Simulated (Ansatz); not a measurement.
Program: Ansatz. Geometries: PBE0-D4/def2-TZVP. ΔE: electronic, gas phase. CBS: MP2 limit from def2 TZ/QZ plus the TZ coupled-cluster correction, frozen cores. This one scheme is used for every species. For Ge outer-core shells are correlated without core-valence functions, which leaves a few kJ/mol of doubt a bond. Scalar relativity is left out up to krypton.

`[SiH3][GeH]([SiH3])[Cl]` + H₂ → `[SiH3][GeH2][SiH3]` + HCl  (hydrogenolysis of a Ge–Cl bond)

```tsv
species	CCSD(T)/CBS(def2) energy (Eh)
`[SiH3][GeH]([SiH3])[Cl]`	-3118.29543
H₂	-1.17544
`[SiH3][GeH2][SiH3]`	-2659.07062
HCl	-460.38127
```

Q: Work out ΔE.

A: ΔE = (-2659.07062) + (-460.38127) − (-3118.29543) − (-1.17544) = 0.01898 Eh = +49.8 kJ/mol.

Largest T1 diagnostic among the species: 0.012.

At CCSD(T), def2-SVP lies −15.6 kJ/mol from the extrapolated value and def2-TZVPP −3.7 kJ/mol. Leaving LDA and LC-ωPBE aside and taking each functional with its dispersion term where it has one, the values, not all of them listed here, spread over 10.8 kJ/mol, from B97M-V to BLYP-D4. LDA lies −6.5 kJ/mol from PBE without D4.
